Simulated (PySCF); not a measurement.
# Radial density of Mn⁺ (manganese, charge +1)

UHF, [Ar] 3d5 4s1, high-spin 7S determinant. All numbers are calculated (PySCF 2.14, the non-relativistic Hamiltonian (point nucleus), in aug-cc-pVDZ).

```csv
r (bohr),4πr²ρ (e/bohr),4πr²(ρα − ρβ)
0.00108,0.1474,0.0001
0.00182,0.4020,0.0002
0.00306,1.069,0.0005
0.00515,2.724,0.0011
0.00867,6.468,0.0027
0.0146,13.64,0.0056
0.0245,23.61,0.0090
0.0413,29.85,0.0087
0.0694,25.54,0.0050
0.117,24.59,0.0467
0.196,33.10,0.3130
0.330,18.92,1.4000
0.555,12.64,3.6890
0.934,12.90,4.0066
1.57,3.352,1.8740
2.64,0.6817,0.6550
4.45,0.1144,0.1144
7.48,0.001276,0.0013
12.6,1.592e-05,0.0000
```
